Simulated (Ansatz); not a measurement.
Basis-set extrapolation for `C[CH]([AlH2])B(O)Cl` (PBE0-D4/def2-TZVP geometry, frozen core, the Gaussian-basis code of Ansatz). Multiplicity 1, RHF reference.

|  | def2-TZVPP | def2-QZVPP |
| --- | --- | --- |
| HF | -880.966398 | -880.994506 |
| MP2 correlation | -0.962245 | -1.035347 |
| CCSD(T) correlation | -1.058107 | not run |

Energies in hartree. Use E(X) = E(∞) + A·exp(−7.88·√X) for Hartree–Fock and E(X) = E(∞) + B·X^(−2.97) for correlation, with X = 3 and 4, and add CCSD(T) minus MP2 of the smaller set to the MP2 limit.

Question: What is the CCSD(T) energy at the basis-set limit?

Answer: HF limit: -880.994506 + (-0.028108) × 0.13774 = -880.99838. MP2 limit: -1.035347 + (-0.073102) × 0.74074 = -1.08950. Higher-order term: -1.058107 − (-0.962245) = -0.09586. Total: -882.18374 hartree, 4.33 eV below CCSD(T)/def2-TZVPP.
